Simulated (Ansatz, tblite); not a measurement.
Forces on the cluster Rb6 at its PBE0/def2-SVP geometry. Charge 0, multiplicity 1.

In the def2 sets Rb takes a core potential; there is no spin–orbit coupling. The xTB rows come from tblite. The restricted singlet is unstable towards broken spin symmetry in Hartree–Fock (as tested in another run); at PBE/def2-TZVP this wasn't settled. The structure comes from a short search, and lower isomers may exist.

GFN2-xTB (tblite), largest force 0.23 eV/Å:

```xyz
6
positions Å, forces eV/Å
Rb   -3.354   -2.000    1.958   -0.059   -0.076    0.044
Rb    4.344    0.612    0.224    0.101   -0.018    0.005
Rb    1.404   -2.600    2.313    0.034   -0.092    0.013
Rb    1.179    1.882   -3.334    0.027    0.011   -0.101
Rb   -3.277    0.454   -2.318   -0.066   -0.016   -0.082
Rb   -0.296    1.652    1.157   -0.037    0.191    0.122
```

PBE/def2-TZVP (Ansatz), largest force 0.03 eV/Å:

```
Rb 0.019 0.009 -0.015
Rb -0.029 -0.007 -0.005
Rb -0.002 0.018 0.009
Rb -0.001 0.002 0.016
Rb 0.006 0.004 0.012
Rb 0.007 -0.027 -0.017
```
